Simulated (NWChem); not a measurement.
System: SnH4 anion, doublet; SMILES of the neutral closed-shell parent [SnH4]

```xyz
5

Sn     0.0000     0.0000     0.0000
H      0.2569    -1.4406     1.0363
H     -0.2569     1.4406     1.0363
H     -1.4406    -0.2569    -1.0363
H      1.4406     0.2569    -1.0363
```
Atoms are numbered in this order, from 1.

Program: NWChem. Spin-unrestricted. In the optimisation the excess spin sits in a (C2, its own frame). Sets without diffuse functions describe the anion's extra electron poorly. The geometry was optimised at B3LYP/def2-SVPD, spin-unrestricted. The spin multiplicity was typed, not searched, and may not be the lowest. No stability test was run on the SCF state. The highest occupied level is positive in some or all of these runs, so the extra electron may be held by the finite basis. def2 effective core potentials on Sn; no spin-orbit coupling. Level PBE/def2-SVP: energy and gradient on several grids; changes count from the extra-fine grid, which is no exact limit either.

```
grid     size of the energy change (μHa)  largest change of a gradient component (μHa/bohr)  time, medium = 1 (rough)
-------  -------------------------------  -------------------------------------------------  ------------------------
xcoarse                             7000                                                400                   about 1
coarse                               300                                                400                   about 1
medium                                40                                                100                   about 1
fine                                < 10                                               < 30                   about 1
xfine                               < 10                                               < 30                         3
```
